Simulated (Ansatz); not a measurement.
[OsO3N]- (OsNO₃⁻), 5 atoms. Hardware: 2 threads of Intel Xeon 6975P-C on a shared host.

In the def2 sets Os takes a core potential; there is no spin–orbit coupling. Correlated methods freeze 4 core orbitals; core or outer-core shells of Os are correlated, in sets that lack core-valence functions.

(1) How many basis functions does each of these Ansatz runs have, and roughly what does it cost? B2PLYP/def2-TZVPD, charge -1 singlet, energy, from earlier orbitals; PBE0-D4/def2-TZVPD, charge -1 singlet, energy, from earlier orbitals; PBE0-D4/def2-SVPD, charge -1 singlet, relaxation, 5 steps; LC-ωPBE (ω = 0.30 bohr⁻¹)/def2-TZVPD, charge 0 doublet at the geometry of the charge -1 singlet, energy, from earlier orbitals; PBE-D4/def2-TZVPD, charge 0 doublet, energy, from earlier orbitals; PBE0-D4/def2-SVP, charge 0 doublet at the geometry of the charge -1 singlet, energy with a search over starts; PBE0-D4/def2-SVP, charge -1 singlet, energy with a search over starts; CCSD(T)/def2-TZVPD, charge -1 singlet, energy, from earlier orbitals; PBE-D4/def2-SVPD, charge -1 singlet, energy, from earlier orbitals; LC-ωPBE (ω = 0.10 bohr⁻¹)/def2-TZVPD, charge 0 doublet at the geometry of the charge -1 singlet, energy, from earlier orbitals; BLYP-D4/def2-TZVPD, charge -1 singlet, energy, from earlier orbitals; r2SCAN-D4/def2-TZVPD, charge 0 doublet at the geometry of the charge -1 singlet, energy, from earlier orbitals.

Answers

(1) Other jobs shared the machine, so times can vary by a factor of up to 3. A dash marks memory too small to be measured apart from the calling script's.

| run | functions | fitting or Cholesky vectors | wall time | peak host memory (GiB) |
| --- | --- | --- | --- | --- |
| PBE-D4/def2-SVPD, charge -1 singlet, energy, from earlier orbitals | 124 | 1042 | 0.95 s | – |
| PBE0-D4/def2-SVP, charge -1 singlet, energy with a search over starts | 88 | 938 | 1 s | – |
| BLYP-D4/def2-TZVPD, charge -1 singlet, energy, from earlier orbitals | 200 | 1104 | 1.9 s | – |
| PBE0-D4/def2-TZVPD, charge -1 singlet, energy, from earlier orbitals | 200 | 1154 | 2.2 s | – |
| B2PLYP/def2-TZVPD, charge -1 singlet, energy, from earlier orbitals | 200 | 1369 | 4.4 s | – |
| PBE0-D4/def2-SVP, charge 0 doublet at the geometry of the charge -1 singlet, energy with a search over starts | 88 | 836 | 4.4 s | – |
| PBE0-D4/def2-SVPD, charge -1 singlet, relaxation, 5 steps | 124 | 1077 | 6 s | – |
| PBE-D4/def2-TZVPD, charge 0 doublet, energy, from earlier orbitals | 200 | 1104 | 6.5 s | – |
| LC-ωPBE (ω = 0.30 bohr⁻¹)/def2-TZVPD, charge 0 doublet at the geometry of the charge -1 singlet, energy, from earlier orbitals | 200 | 1104 | 9 s | 0.63 |
| LC-ωPBE (ω = 0.10 bohr⁻¹)/def2-TZVPD, charge 0 doublet at the geometry of the charge -1 singlet, energy, from earlier orbitals | 200 | 1104 | 12 s | 0.58 |
| r2SCAN-D4/def2-TZVPD, charge 0 doublet at the geometry of the charge -1 singlet, energy, from earlier orbitals | 200 | 1104 | 14 s | 0.6 |
| CCSD(T)/def2-TZVPD, charge -1 singlet, energy, from earlier orbitals | 200 | 1369 | 36 s | 2.4 |
